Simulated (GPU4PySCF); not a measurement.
N-phenylbenzimidazole (C13H10N2), SMILES c1ccc(cc1)-n1cnc2c1cccc2.

Coordinates come from a r2SCAN-D4/def2-TZVP optimisation. Other conformers were not sampled.

Two levels are set side by side: TDDFT-PBE/def2-SVPD (GPU4PySCF) and TDDFT-ωB97X/def2-SVPD (GPU4PySCF). Vertical, same geometry. The lowest singlet is HOMO→LUMO+1 90 % with PBE and HOMO−1→LUMO+2 33 %, HOMO→LUMO 31 %, HOMO→LUMO+4 11 %, HOMO−1→LUMO+4 6 % with the other functional; states are paired by order. Differences are taken from unrounded values.

```
quantity                               TDDFT-ωB97X  TDDFT-PBE  TDDFT-PBE minus TDDFT-ωB97X
-------------------------------------  -----------  ---------  ---------------------------
lowest singlet excitation (eV)                5.12       3.97                        -1.15
lowest triplet excitation (TDA) (eV)          3.85       3.57                        -0.28
first bright state (f over 0.05) (eV)         5.12       3.99                        -1.13
its oscillator strength                       0.05       0.09                         0.03
```

A lower first singlet is the usual sign of a functional without exact exchange. Differences between two approximate levels are no errors against the true value.
